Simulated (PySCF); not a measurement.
A run for PySCF: R-B3LYP/6-31G* on C2H2 (SMILES C#C) with ghost functions, monomers drawn apart or pushed together.

```python
from pyscf import gto, scf, dft, mp
from pyscf.data.elements import chemcore

mol = gto.M(
    atom='''
    C     0.05906047    0.53007955   -0.26258428
    C    -0.10872583   -0.65430356   -0.22625497
    H     0.20757844    1.58185548   -0.29305975
    H    -0.25793945   -1.70579050   -0.19013351
    ghost-Ge    0.02812744    0.06674639    4.05719881
    ghost-H   -0.74783481   -1.16805474    3.57811664
    ghost-H    0.01007173    0.10886345    5.59523155
    ghost-H   -0.63626799    1.33763941    3.51009065
    ghost-H    1.48117396   -0.01154978    3.57062738
    ''',
    basis='6-31g*',
    cart=True,
    charge=0, spin=0, verbose=3, max_memory=1800)
mf = dft.RKS(mol, xc='b3lyp')
mf.conv_tol = 1e-8
mf.max_cycle = 100
mf.kernel()
if not mf.converged:
    mf = mf.newton().run(mf.mo_coeff, mf.mo_occ)
```

What total energy does the run end on?

-77.3267 hartree.
